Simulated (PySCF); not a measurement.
Isomers of C4H7N3O2Si, from PySCF, PBE0-D3(BJ)/def2-SVP geometry optimisation, gas phase. One conformer each, no zero-point energy, no frequencies.

Question: Which is lower in electronic energy at this level?
A. `[CH3:1][O:2][C:3](=[O:4])[c:5]1[n:6][cH:7][n:8]([SiH3:9])[n:10]1` with C1–O2–C3–O4 -1°, O2–C3–C5–N6 -4°: A = 3814, B = 558.7, C = 491.9 MHz, dipole 3.34 D
B. `[CH3:1][O:2][C:3](=[O:4])[c:5]1[cH:6][n:7][n:8]([SiH3:9])[n:10]1` with C1–O2–C3–O4 0°, O2–C3–C5–C6 179°: A = 2944, B = 595.8, C = 500.1 MHz, dipole 2.22 D

Answer: A. That is `COC(=O)c1ncn([SiH3])n1`, 10.7 kcal/mol below the other.

```
                SMILES                                                     mapped SMILES      E (Eh)  relative (kcal/mol)  relative (kJ/mol)  dipole (D)
COC(=O)c1ncn([SiH3])n1  [CH3:1][O:2][C:3](=[O:4])[c:5]1[n:6][cH:7][n:8]([SiH3:9])[n:10]1  -759.76848                  0.0                0.0        3.34
COC(=O)c1cnn([SiH3])n1  [CH3:1][O:2][C:3](=[O:4])[c:5]1[cH:6][n:7][n:8]([SiH3:9])[n:10]1  -759.75147                 10.7               44.7        2.22
```
